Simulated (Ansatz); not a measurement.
Cost and result for the atomization energy of CH6GeS, SMILES `[CH3][GeH2][SH]` (9 atoms, 8 bonds).

Cartesian coordinates in Å:
```
C -1.358 0.312 0.035
Ge 0.489 -0.087 -0.426
S 1.526 -0.448 1.516
H -1.937 0.502 -0.870
H -1.402 1.196 0.673
H -1.801 -0.531 0.567
H 1.161 1.093 -1.153
H 0.596 -1.347 -1.306
H 2.726 -0.690 0.964
```

Total charge 0; spin multiplicity 1. Correlated methods include outer-core shells of Ge, which these sets cover unevenly. Scalar relativity is left out up to krypton. The geometry is a stationary point of PBE0-D4/def2-TZVP. It is one conformer, not always the lowest. Program: Ansatz. Hardware: A = 2 threads of an AMD EPYC 7R13 on a shared host; B = 2 threads of an AMD EPYC 7R13 on a shared host and a share of an NVIDIA H100 80 GB. Times are those of one run each, without the atoms' runs, and a repeat can differ threefold. Electronic energies, without spin–orbit coupling; frozen cores. CCSD(T)/CBS adds CCSD(T) − MP2 in def2-TZVPP to the MP2 limit, and its time is that of the two runs behind it. T1 = 0.010. With those shells the extrapolation isn't a true limit. B3LYP takes the VWN-RPA correlation (the form of Gaussian; ORCA's B3LYP/G). HSE06 is the plane-wave form, built on full-range PBE exchange.

CCSD(T)/CBS is a level of theory with its own doubt, some kJ/mol a heavy atom from the limit and from the frozen cores, so smaller differences don't rank the functionals.

```tsv
level	functions	wall time
LDA (SPW92)/def2-TZVPP [A]	205	1.1 s
revPBE-D4/def2-TZVPP [A]	205	1.6 s
BHLYP-D4/def2-TZVPP [A]	205	2.8 s
HSE06-D4/def2-TZVPP [A]	205	2.9 s
CAM-B3LYP-D4/def2-TZVPP [A]	205	3.1 s
CCSD(T)/def2-SVP [A]	94	3.6 s
B3LYP-D4/def2-TZVPP (with forces) [A]	205	4 s
r2SCANh-D4/def2-TZVPP [A]	205	4.5 s
B2PLYP/def2-TZVPP [A]	205	4.6 s
CCSD(T)/def2-TZVPP [B]	205	5.5 s
ωB97X-V/def2-TZVPP [A]	205	6.5 s
CCSD(T)/def2-QZVPP [B]	396	18 s
CCSD(T)/CBS(def2)	–	24 s
```

Task: What atomization energy does each give, and how far from CCSD(T)/CBS? (Estimate.)

Result: The calculation gave: 
| level | atomization (kcal/mol) | difference from CCSD(T)/CBS | per bond |
| --- | --- | --- | --- |
| LDA (SPW92)/def2-TZVPP [A] | 764.2 | 82.7 | 10.3 |
| revPBE-D4/def2-TZVPP [A] | 667.8 | -13.7 | -1.7 |
| BHLYP-D4/def2-TZVPP [A] | 665.1 | -16.4 | -2.0 |
| HSE06-D4/def2-TZVPP [A] | 676.4 | -5.1 | -0.6 |
| CAM-B3LYP-D4/def2-TZVPP [A] | 678.4 | -3.1 | -0.4 |
| CCSD(T)/def2-SVP [A] | 639.2 | -42.3 | -5.3 |
| B3LYP-D4/def2-TZVPP (with forces) [A] | 676.2 | -5.3 | -0.7 |
| r2SCANh-D4/def2-TZVPP [A] | 678.4 | -3.1 | -0.4 |
| B2PLYP/def2-TZVPP [A] | 669.7 | -11.8 | -1.5 |
| CCSD(T)/def2-TZVPP [B] | 667.6 | -13.9 | -1.7 |
| ωB97X-V/def2-TZVPP [A] | 683.1 | 1.6 | 0.2 |
| CCSD(T)/def2-QZVPP [B] | 676.5 | -5.0 | -0.6 |
| CCSD(T)/CBS(def2) | 681.5 | 0.0 | 0.0 |

Leaving LDA and LC-ωPBE aside and taking each functional with its dispersion term where it has one, the values, not all of them listed here, spread over 21.3 kcal/mol, from BHLYP-D4 to B97M-V. LDA lies +87.5 kcal/mol from PBE without D4, its usual overbinding. From PBE to PBE0 (25 % exact exchange), in def2-TZVPP and without D4, the atomization energy moves by −3.9 kcal/mol: exact exchange takes away binding that semilocal exchange gives to molecules. In def2-TZVPP, CCSD(T) changes the Hartree–Fock value by +163.8 kcal/mol (the triples alone add +8.0 kcal/mol) and MP2 by +162.2 kcal/mol; breaking electron pairs costs correlation energy, which Hartree–Fock lacks.
